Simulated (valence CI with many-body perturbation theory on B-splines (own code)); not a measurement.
**Hyperfine factors and g values of Lu58+**

Computed by relativistic CI+MBPT: three valence electrons over a frozen Dirac-Fock core [Ne], radial functions for each j: 11 s, 11 p, 10 d, 8 f, 5 g, 2 h, with the one-electron correlation potential Σ1 (screened to all orders), the two-electron term Σ2, the three-electron term Σ3, Breit, model QED; selected single and double excitations, second order for the rest, scaled by the run's own slope (own B-spline code, finite nucleus).

The last digits are not significant, and no measured levels were compared; by estimate large intervals hold to a few tenths of a per cent, small ones and those within an open d or f shell to about a per cent.

A/g_I is the dipole constant over the nuclear g factor μ/I (μ in nuclear magnetons, uniformly magnetised nucleus), B/Q the quadrupole constant per barn. Both hold the static response of the core; the bare values leave it out. Large factors of s and p1/2 electrons are usually good to 5 to 10 %; those of open d and f shells near neutrality can be off by tens of per cent, and small factors of p3/2, d and f electrons come from cancelling terms and can be off by a factor of two or in sign, in half-filled shells by more. B is blank for J = 1/2, where it vanishes, and for nearly pure S terms. Energies count from the lowest level.

Levels are named by their leading jj configuration (3d3/2^4 stands for four electrons in 3d with j = 3/2), which in mixed levels can hold well under half, so a name can repeat and another be missing. Letters in brackets count levels of one name in rising energy.

```csv
Level,E (eV),g,A/g_I (MHz),A/g_I bare,B/Q (MHz/b),B/Q bare
(3s^2 3p1/2) J=1/2,0.0,0.649,1570000,1540000,,
(3s 3p1/2^2) J=1/2,156.6,2.125,4720000,4630000,,
(3s^2 3p3/2) J=3/2,298.6,1.322,192000,191000,376000,371000
(3s 3p1/2 3p3/2) J=3/2 [a],426.7,1.633,1090000,1070000,305000,301000
(3s 3p1/2 3p3/2) J=5/2,443.8,1.339,1360000,1330000,297000,293000
(3s 3p1/2 3p3/2) J=3/2 [b],464.2,0.965,119000,121000,195000,192000
(3s 3p1/2 3p3/2) J=1/2,473.6,1.254,-1720000,-1680000,,
(3s^2 3d3/2) J=3/2,520.0,0.827,48300,51800,82100,83400
(3s^2 3d5/2) J=5/2,579.7,1.199,73000,75000,69400,71600
(3p1/2^2 3p3/2) J=3/2,618.4,1.107,83100,86500,261000,259000
(3s 3p1/2 3d3/2) J=3/2 [a],631.7,0.677,-229000,-221000,138000,138000
(3s 3p1/2 3d3/2) J=5/2,643.7,1.024,1300000,1270000,24700,27000
(3s 3p1/2 3d3/2) J=1/2,668.7,0.394,-1930000,-1880000,,
(3s 3p1/2 3d3/2) J=3/2 [b],674.4,1.288,1170000,1150000,63800,63600
(3s 3p1/2 3d5/2) J=5/2 [a],711.7,1.350,451000,446000,71900,73900
(3s 3p1/2 3d5/2) J=7/2,724.8,1.239,927000,911000,16300,19300
(3s 3p1/2 3d5/2) J=5/2 [b],734.7,1.037,10600,14300,86000,87300
(3s 3p3/2^2) J=5/2,737.3,1.425,1110000,1090000,92700,91500
(3s 3p1/2 3d5/2) J=3/2,739.6,1.110,-1040000,-1010000,37900,39300
(3s 3p3/2^2) J=1/2,772.4,1.916,4800000,4700000,,
(3s 3p3/2^2) J=3/2,778.9,1.192,-724000,-702000,-63500,-62600
(3p1/2^2 3d3/2) J=3/2,819.9,0.773,104000,105000,62600,64600
(3p1/2^2 3d5/2) J=5/2,901.2,1.192,34500,39400,55700,58100
(3p1/2 3p3/2^2) J=5/2,910.6,1.168,607000,599000,37000,36800
(3p1/2 3p3/2^2) J=3/2,915.0,1.415,-15500,-7250,18600,18300
(3p1/2 3p3/2^2) J=1/2,930.9,0.716,1860000,1820000,,
(3s 3p3/2 3d3/2) J=3/2 [a],942.9,1.292,559000,552000,-4380,-5900
(3s 3p3/2 3d3/2) J=1/2 [a],944.5,2.177,1910000,1880000,,
(3s 3p3/2 3d3/2) J=5/2 [a],946.2,1.227,518000,512000,144000,142000
(3s 3p3/2 3d3/2) J=7/2,949.3,1.236,788000,776000,387000,384000
(3s 3p3/2 3d3/2) J=3/2 [b],975.2,0.983,189000,189000,-200000,-197000
(3s 3p3/2 3d3/2) J=5/2 [b],988.4,0.959,-168000,-160000,237000,237000
(3s 3p3/2 3d5/2) J=9/2,991.1,1.322,617000,608000,460000,457000
(3s 3p3/2 3d3/2) J=1/2 [b],993.2,0.608,885000,868000,,
(3s 3p3/2 3d5/2) J=5/2 [a],1012.9,1.338,931000,915000,-202000,-198000
(3s 3p3/2 3d5/2) J=7/2 [a],1021.7,1.233,365000,361000,266000,264000
(3s 3p3/2 3d5/2) J=3/2 [a],1024.5,1.152,-396000,-382000,-202000,-199000
(3s 3p3/2 3d5/2) J=7/2 [b],1039.6,1.196,-9010,-4210,230000,230000
(3s 3p3/2 3d5/2) J=1/2,1048.9,0.707,-1390000,-1360000,,
(3s 3p3/2 3d5/2) J=3/2 [b],1058.8,1.301,1110000,1090000,117000,117000
```

Take the isotope of mass number 175, with I = 7/2, μ = 2.2257 μN and Q = 3.49 b. What is the hyperfine structure of (3s^2 3d3/2) J=3/2?

From the table A = 30700 MHz, B = 287000 MHz. Shifts from the centre of gravity in MHz: F = 2: -53500, F = 3: -166000, F = 4: -126000, F = 5: 233000.
